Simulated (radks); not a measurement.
The numbers below are computed, except where a source is named.
The germanium ion Ge+ inside a hard spherical wall (all orbitals vanish at R), configuration held at [Ar] 3d10 4s2 4p1 and not refilled when levels cross. Code: a radial shooting solver on a logarithmic mesh with Libxc functionals. Model: scalar-relativistic Kohn-Sham, PBEsol, spin-polarised, spherical densities, finite nucleus; open shells are filled with parallel spins first; Fermi nuclear charge, rms radius 4.0742 fm. Eigenvalues in eV for spin up, with the zero of energy where the potential of the charges vanishes at infinity; a dash marks a level that is unbound or too diffuse for the functional's potential to be trusted. A positive occupied level is held by the wall or, in an anion where self-interaction has pushed it up, behind a barrier. The pressure on the wall is -dE/dV.

\begin{tabular}{lrrrrrrrrr}
R (bohr) & E (hartree) & kinetic (hartree) & e(3p) & e(3d) & e(4s) & e(4p) & e(5s, empty) & e(4d, empty) & pressure (GPa) \\ \hline
free & -2097.01686 & 2134.788 & -124.45 & -38.340 & -20.309 & -11.693 & - & - & 0 \\
12 & -2097.01686 & 2134.788 & -124.45 & -38.340 & -20.309 & -11.693 & -4.582 & -3.105 & < 0.0001 \\
10 & -2097.01685 & 2134.788 & -124.45 & -38.339 & -20.308 & -11.692 & -4.427 & -2.984 & 0.000430 \\
8 & -2097.01658 & 2134.791 & -124.42 & -38.318 & -20.294 & -11.673 & -3.705 & -2.547 & 0.0165 \\
6 & -2097.01030 & 2134.842 & -124.16 & -38.062 & -20.109 & -11.393 & -0.315 & -0.878 & 0.665 \\
5 & -2096.98547 & 2135.002 & -123.52 & -37.431 & -19.610 & -10.608 & 5.130 & 1.571 & 4.63 \\
3.5 & -2096.66462 & 2136.494 & -119.52 & -33.557 & -15.297 & -4.341 & 33.909 & 13.925 & 112 \\
3 & -2096.18766 & 2138.350 & -115.94 & -30.082 & -10.001 & 2.701 & 60.596 & 25.129 & 380 \\
2.5 & -2094.93369 & 2142.819 & -109.22 & -23.441 & 2.431 & 18.146 & 112.66 & 46.662 & 1510 \\
2 & -2091.11715 & 2155.578 & -94.897 & -8.567 & 35.999 & 56.902 & 227.03 & 93.252 & 7790 \\
1.5 & -2076.26929 & 2202.279 & -56.972 & 33.271 & 147.71 & 175.62 & 529.11 & 214.86 & 61000 \\
\end{tabular}
